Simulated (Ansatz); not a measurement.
Calculated with Ansatz (gas phase, PBE0-D4/def2-TZVP geometries, no zero-point term in ΔE). CCSD(T)/CBS adds triple-zeta CCSD(T) − MP2 to the extrapolated MP2 energy (def2 sets, frozen cores). DFT in def2-TZVPP. For Ga outer-core shells are correlated without core-valence functions, which leaves a few kJ/mol of doubt a bond. Scalar relativity is left out up to krypton. Each species was taken in one conformer, which may not be the lowest.

`[SiH3]B[SiH2][SiH3]` + `[OH][GaH2]` → `[SiH3][O][GaH2]` + `[SiH3]B[SiH3]`  (cleavage of the Si–Si bond)

`[SiH3]B[SiH2][SiH3]`:

Cartesian coordinates in Å:
```
Si -0.055 2.208 0.727
B -0.379 0.286 1.194
Si -1.074 -0.999 -0.135
Si 0.978 -1.633 -1.116
H 1.236 2.734 1.250
H -1.160 2.973 1.382
H -0.118 2.482 -0.735
H -0.054 -0.109 2.277
H -1.898 -0.399 -1.221
H -1.740 -2.230 0.374
H 0.728 -2.572 -2.243
H 1.689 -0.436 -1.639
H 1.847 -2.305 -0.114
```

`[OH][GaH2]`:

Z-matrix (Å, degrees):
```
Ga
O 1 1.788
H 1 1.565 2 117.5
H 1 1.556 2 113.8 3 180.0
H 2 0.959 1 114.1 3 0.0
```

`[SiH3][O][GaH2]`:

Cartesian coordinates in Å:
```
Si -0.996 0.101 -0.927
O 0.408 0.479 -0.191
Ga 1.393 -0.052 1.199
H -1.681 -1.035 -0.243
H -0.740 -0.288 -2.340
H -1.909 1.276 -0.913
H 2.708 0.758 1.383
H 0.816 -1.239 2.032
```

`[SiH3]B[SiH3]`:

```xyz
10

Si    0.696   -0.653   -1.511
B    -0.110   -0.684    0.326
Si   -0.539    0.943    1.418
H    -0.473   -0.680   -2.444
H     1.536   -1.848   -1.802
H     1.489    0.570   -1.809
H    -0.467   -1.744    0.754
H    -1.973    1.242    1.120
H     0.261    2.146    1.063
H    -0.420    0.708    2.884
```

Is it downhill or uphill in electronic energy at CCSD(T)/CBS, and by how much? (Best estimate.)

The calculation gave: Downhill: ΔE = -20.6 kcal/mol.

What do these levels give: r2SCAN-D4, PBE0-D4, ωB97X-V, ωB97M-V, B2PLYP, PBE0, SCS-MP2/def2-TZVPP, CCSD/def2-TZVPP, CCSD(T)/def2-TZVPP, SCS-MP2/def2-QZVPP, MP2/CBS(def2), CCSD/CBS(def2)? (Estimate.)

Ansatz gave: r2SCAN-D4 -18.1, PBE0-D4 -16.0, ωB97X-V -20.8, ωB97M-V -21.2, B2PLYP -22.3, PBE0 -16.7, SCS-MP2/def2-TZVPP -24.3, CCSD/def2-TZVPP -22.5, CCSD(T)/def2-TZVPP -21.1, SCS-MP2/def2-QZVPP -24.2, MP2/CBS(def2) -21.8, CCSD/CBS(def2) -22.0 kcal/mol.

Largest T1 diagnostic among the species: 0.015.

From PBE to PBE0 (25 % exact exchange), in def2-TZVPP and without D4, ΔE moves by −2.8 kcal/mol. In def2-TZVPP, CCSD(T) changes the Hartree–Fock value by +9.4 kcal/mol (the triples alone add +1.5 kcal/mol) and MP2 by +8.2 kcal/mol.
